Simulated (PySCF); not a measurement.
Radial density of Cd+ (cadmium, charge +1)

UHF, [Kr] 4d10 5s1, 2S determinant. Calculation: PySCF 2.14, in x2c-TZVPall (8s6p6d1f, 63 functions); scalar relativity by spin-free X2C-1e.

```tsv
r (bohr)	4πr²ρ (e/bohr)	4πr²(ρα − ρβ)
0.0318	56.00	0.0000
0.0536	56.84	0.0018
0.0901	78.18	0.0109
0.152	57.54	-0.0169
0.255	62.05	0.0120
0.429	35.59	0.0010
0.721	19.09	0.0186
1.21	13.61	-0.0177
2.04	2.539	0.4624
3.43	0.3469	0.2643
5.77	0.01485	0.0147
9.71	5.185e-05	0.0001
```

Densities and radii are taken from the X2C orbitals without a picture-change correction, which distorts them close to the nucleus.

Question: Where is the radial spin density 4πr²(ρα − ρβ) most negative, and why is it negative at all?

Answer: Around r = 1.21 bohr, down to -0.0177 e/bohr: exchange with the open shell polarises the paired shells in an unrestricted calculation.
